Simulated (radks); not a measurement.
Kr2+, 34 electrons, occupied as [Ar] 3d10 4s2 4p4. All-electron calculation, Dirac Kohn-Sham, LDA (Slater exchange, Perdew-Wang correlation), spin-unpolarised, spherical densities, point nucleus; open shells fill j = l - 1/2 first. Program: a radial shooting solver on a logarithmic mesh with Libxc functionals. Some entries of the table are withheld. Estimate them.

orbital  occ.  eigenvalue (eV)  r(max) (bohr)
1s1/2       2        -14156.35        0.02711
2s1/2       2        -1886.470         0.1546
2p1/2       2        -1708.823         0.1211
2p3/2       4        -1655.091         0.1245
3s1/2       2        -288.2888         0.4676
3p1/2       2        -225.5295         0.4574
3p3/2       4        -217.5976         0.4663
3d3/2       4        -107.7386         0.4082
3d5/2       6        -106.4307         0.4110
4s1/2       2         -46.1892          1.311
4p1/2       2              (1)          1.461
4p3/2       2              (2)          1.489
5s1/2       0         -12.5212          3.407
4d3/2       0              (3)          2.197
4d5/2       0              (4)          2.209

Answer. 
(1) 4p1/2 eigenvalue (eV): -31.6457
(2) 4p3/2 eigenvalue (eV): -30.8250
(3) 4d3/2 eigenvalue (eV): -12.2427
(4) 4d5/2 eigenvalue (eV): -12.1849
